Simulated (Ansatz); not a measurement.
Start from `F[CH](F)[GaH2]` and change one atom or group to get `FCF`.

Ansatz, PBE0-D4/def2-TZVP geometries, multiplicity 1. 

Scalar relativity is left out up to krypton.

```
                                          property  `F[CH](F)[GaH2]`
               HOMO–LUMO gap (PBE/def2-TZVPP) / eV              3.57
                 HOMO energy (PBE/def2-TZVPP) / eV             -6.44
size of the dipole moment (ωB97M-V/def2-TZVPP) / D              1.96
                LUMO energy (PBE0/def2-TZVPP) / eV             -2.06
  size of the dipole moment (B3LYP/def2-TZVPP) / D              1.92
    zero-point energy (PBE0-D4/def2-TZVP) / kJ/mol              90.8
```

Q: Give the same properties after the change, and the shifts. (Best estimate.)

A: Computed: 
```json
{"property": "HOMO–LUMO gap (PBE/def2-TZVPP) / eV", "`FCF`": "8.97", "shift": "5.40"}
{"property": "HOMO energy (PBE/def2-TZVPP) / eV", "`FCF`": "-8.03", "shift": "-1.59"}
{"property": "size of the dipole moment (ωB97M-V/def2-TZVPP) / D", "`FCF`": "1.86", "shift": "-0.10"}
{"property": "LUMO energy (PBE0/def2-TZVPP) / eV", "`FCF`": "1.77", "shift": "3.83"}
{"property": "size of the dipole moment (B3LYP/def2-TZVPP) / D", "`FCF`": "1.87", "shift": "-0.05"}
{"property": "zero-point energy (PBE0-D4/def2-TZVP) / kJ/mol", "`FCF`": "86.4", "shift": "-4.4"}
```

With PBE0 the HOMO falls by 2.01 eV and the LUMO rises by 3.83 eV, so the gap widens by about 5.84 eV. PBE moves the HOMO by -1.59 eV and ωB97M-V by -2.20 eV. The zero-point energy changes by -4.4 kJ/mol with -6 modes. Dipoles are sizes alone; their direction can turn.

B3LYP here is the variant with VWN-RPA as its local correlation; programs differ in this.
